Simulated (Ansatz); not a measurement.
Reaction (cleavage of the Ga–Al bond): `[CH3][Al]([GaH2])[Br]` + `[AsH3]` → `[GaH2][AsH2]` + `[CH3][AlH][Br]`

Program: Ansatz. Geometries: PBE0-D4/def2-TZVP. ΔE: electronic, gas phase. CCSD(T)/CBS adds triple-zeta CCSD(T) − MP2 to the extrapolated MP2 energy (def2 sets, frozen cores). DFT in def2-TZVPP. For As, Br, Ga outer-core shells are correlated without core-valence functions, which leaves a few kJ/mol of doubt a bond. Scalar relativity is left out up to krypton.

`[CH3][Al]([GaH2])[Br]`:

Cartesian coordinates in Å:
```
C -1.280 -1.267 -0.300
Al -0.147 0.310 -0.438
Ga 1.767 1.133 0.962
Br -0.605 1.707 -2.189
H -1.213 -1.862 -1.217
H -1.017 -1.909 0.544
H -2.328 -0.970 -0.192
H 1.557 2.114 2.179
H 3.265 0.744 0.651
```

`[AsH3]`:

Cartesian coordinates in Å:
```
As 0.391 0.203 -0.458
H 0.865 -0.307 0.894
H -0.684 1.068 0.185
H -0.572 -0.964 -0.621
```

`[GaH2][AsH2]`:

Cartesian coordinates in Å:
```
Ga 0.546 -0.561 -0.667
As -0.116 1.218 0.823
H 1.414 -1.746 -0.114
H 0.197 -0.455 -2.194
H -0.526 0.249 1.920
H -1.514 1.295 0.231
```

`[CH3][AlH][Br]`:

Z-matrix (Å, degrees):
```
C
Al 1 1.939
H 1 1.091 2 112.6
H 1 1.095 2 110.4 3 121.2
H 1 1.095 2 110.5 3 -121.3
Br 2 2.266 1 119.4 3 0.0
H 2 1.579 1 124.6 3 -179.9
```

```json
{"level": "BHLYP-D4", "ΔE (kJ/mol)": "-37.4"}
{"level": "MP2/def2-QZVPP", "ΔE (kJ/mol)": "-44.5"}
```

**Question.** What does CCSD(T)/CBS give? (Estimate.)

**Answer.** Ansatz gave: -36.3 kJ/mol. The listed levels differ from it by -1.1, -8.2 kJ/mol.

Largest T1 diagnostic among the species: 0.012.

Leaving LDA and LC-ωPBE aside and taking each functional with its dispersion term where it has one, the values, not all of them listed here, spread over 10.3 kJ/mol, from B97M-V to PBE-D4. From BLYP to BHLYP (50 % exact exchange), in def2-TZVPP and without D4, ΔE moves by −6.3 kJ/mol.
